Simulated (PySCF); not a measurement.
Si(H)2(F)(NHSiH3) (FH₆NSi₂), SMILES F[SiH2]N[SiH3]. The structure is a stationary point at PBE-D3(BJ)/def2-SVP. Other conformers were not sampled.

Computed equilibrium geometry at PBE-D3(BJ)/def2-SVP (PySCF confirms it by a frequency run) as bond lengths and angles (one conformer of several):
Atoms: Si1 F2 N3 Si4 H5 H6 H7 H8 H9 H10. Bonds (Å): Si1–F2 1.643, Si1–N3 1.733, Si1–H5 1.496, Si1–H6 1.498, N3–Si4 1.761, N3–H7 1.026, Si4–H8 1.506, Si4–H9 1.507, Si4–H10 1.501. Angles (°): F2–Si1–N3 112.7, F2–Si1–H5 106.9, F2–Si1–H6 106.2, N3–Si1–H5 108.2, N3–Si1–H6 108.8, H5–Si1–H6 114.1, Si1–N3–Si4 128.0, Si1–N3–H7 115.4, Si4–N3–H7 115.9, N3–Si4–H8 110.6, N3–Si4–H9 112.8, N3–Si4–H10 106.5, H8–Si4–H9 107.6, H8–Si4–H10 110.0, H9–Si4–H10 109.3.
Charge 0, spin multiplicity 1.
